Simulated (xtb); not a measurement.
A geometry relaxed with GFN2-xTB (xtb), charge 0, multiplicity 1:

```xyz
14

C      1.7320     0.9919     0.2317
B     -1.8994    -1.2563    -0.2997
H     -2.9286    -0.7117    -0.2315
C     -0.5461     0.9090     0.1960
H      0.7167    -2.1349    -0.4540
O     -1.6841     1.5974     0.3414
C      0.6701    -1.0798    -0.2252
H      2.6044     1.6167     0.3727
H     -1.8440    -2.4039    -0.5174
C      1.8399    -0.3572    -0.0578
N      0.5688     1.6098     0.3569
H      2.8073    -0.8249    -0.1495
C     -0.5847    -0.4725    -0.1071
H     -1.4523     2.5163     0.5435
```

Question: Write the SMILES of this molecule.

Answer: `Bc1cccnc1O`
